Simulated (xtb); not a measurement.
Input for xtb: GFN1-xTB on ClH4N (a complex), monomers drawn apart or pushed together.

```
$ xtb mol.xyz --gfn 1 --sp --chrg 0 --uhf 0
6

N     -0.03034345     0.07698428     0.60922851
H     -0.51995666    -0.75468028     0.29908219
H     -0.46507338     0.88208142     0.17286457
H      0.92844309     0.01983771     0.28511500
Cl    -0.17293508     0.42470343     5.05351346
H     -0.13010584     0.32000497     3.71615238
```

Q: Give the final energy of this run.

A: -9.6166 hartree.
